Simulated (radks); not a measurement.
Task: Numerical settings for neutral holmium, [Xe] 4f11 6s2. Calculated with a radial shooting solver on a logarithmic mesh with Libxc functionals: non-relativistic Kohn-Sham, BLYP, spin-polarised, spherical densities, point nucleus; open shells are filled with parallel spins first (spin-orbit coupling, left out, can overturn this in heavy ions); relativity is left out, which matters for an element this heavy. The defaults (mesh step 0.008 in ln r, mesh end at 40 bohr or more with all orbitals vanishing there, Anderson mixing 0.5 over 9 steps, residual threshold near 1e-9 with the energy settled to 1e-9 hartree or 1e-11 of itself, here a cap of 81 iterations) give E = -12069.4777 hartree and 6s at -3.347 eV in 14 iterations. Run on one thread of a shared host, so times are rough (Arm Neoverse V1): 0.25 s of CPU time, 0.25 s wall, 14 iterations on 2728 mesh points. One setting is changed at a time: mesh step in ln r 0.12; mesh step in ln r 0.08; mesh step in ln r 0.03; mesh end (bohr) 5; mesh end (bohr) 2; residual threshold 1e-16; residual threshold 1e-13; mixing 0.01; linear mixing, mixing 0.8; linear mixing, mixing 0.05; mixing history 2; iteration cap 5. Which runs fail to converge, and which converge to a wrong energy?

Result: Not converged within the cap: mesh step in ln r 0.12; mesh step in ln r 0.08; residual threshold 1e-16; mixing 0.01; linear mixing, mixing 0.8; linear mixing, mixing 0.05; iteration cap 5. Settled on a wrong energy, with an occupied level pushed above zero by the early mesh end: mesh end (bohr) 5 (+0.342 hartree); mesh end (bohr) 2 (+22.2 hartree). Apart from these: no run marked as converged misses the energy by more than 1 mhartree.
